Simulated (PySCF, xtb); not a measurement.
CH4O2, SMILES OCO.

xtb with GFN2-xTB at its own geometry gives an orbital gap of 13.75 eV and a dipole moment of 0.51 D.

The structure is a stationary point at B3LYP-D3(BJ)/def2-TZVP. The values are those of a single conformer.

### Question
What does HF/def2-TZVPD (PySCF) give? (The exact figures need the calculation; the answer reports its results.)

### Answer
gap 14.43 eV (levels -12.76 and 1.67 eV), dipole 0.06 D.
